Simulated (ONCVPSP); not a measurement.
**Before and after: ONCV potential for antimony (Sb)**

* Element: Sb
* Generator: ONCVPSP 4.0.1
* Type: optimised norm-conserving Vanderbilt (ONCV)
* Functional: PBEsol
* Relativity: scalar-relativistic
* Frozen core: [Ar] 3d10
* Valence charge: 23
* Reference configuration: 4s2 4p6 4d10 5s2 5p3
* Partial waves: 4s+5s: rc 1.15 bohr, ncon 4, nbas 7, qcut 10.1 1/bohr, 2 projectors; 4p+5p: rc 1.70 bohr, ncon 5, nbas 9, qcut 8.1 1/bohr, 2 projectors; 4d: rc 1.25 bohr, ncon 4, nbas 8, qcut 13.9 1/bohr, 3 projectors, debl 0.8 Ha
* Local potential: polynomial inside 0.90 bohr (lpopt 3, dvloc0 0 Ha)
* Core correction: Teter function, fcfact 2.75, rcfact 1.05

In the d channel the program set the typed energies aside and used -1.229, 0.250, 1.050 Ha.

Change: d: rc 1.66.

Cutoffs: the cutoffs (Ha) at which the residual kinetic energy of the hardest occupied pseudo-wave falls to 1 and 0.1 mHa per electron; they do not see the model core or the augmentation charge, which bear on the density cutoff. Errors are all-electron minus pseudo energies relative to the spin-unpolarised reference configuration.

**Question.** What does the change do?

**Answer.** The potential gets softer (53 Ha and 64 Ha → 47 Ha and 56 Ha); of the 4 tests that both files solve, the error grows in 1 and shrinks in 0 by more than 15 % and 0.3 meV (median size 4.0 → 6.2 meV); neither file shows a bound ghost. A larger radius leaves more room for a smooth pseudo-wave, so fewer plane waves are needed.

```csv
quantity,base,changed
"cutoff, loose",53 Ha,47 Ha
"cutoff, tight",64 Ha,56 Ha
loose cutoff by channel,"s 42 Ha, p 25 Ha, d 53 Ha","s 42 Ha, p 25 Ha, d 47 Ha"
bound ghosts,none,none
GHOST(+) flags under 300 eV,none,none
"error for 4s2 4p6 4d10 5s2 5p2, meV [ΔE 8.34 eV]",-1.9,-1.9
"error for 4s2 4p6 4d10 5s2 5p1, meV [ΔE 24.36 eV]",-6.1,-6.2
"error for 4s2 4p6 4d10 5s2 5p0, meV [ΔE 48.80 eV]",-13,-13
"error for 4s2 4p6 4d9 5s2 5p4, meV [ΔE 31.05 eV]",+0.3,+6.3
s: phases at 1.17 bohr within 0.05 rad from the reference energy up to (Ha; the scan ends near 5),to the end of the scan,to the end of the scan
p: phases at 1.72 bohr within 0.05 rad from the reference energy up to (Ha; the scan ends near 5),to the end of the scan,to the end of the scan
"rms error of d²Exc/dni dnj with the model core, mHa",1.39,1.38
```
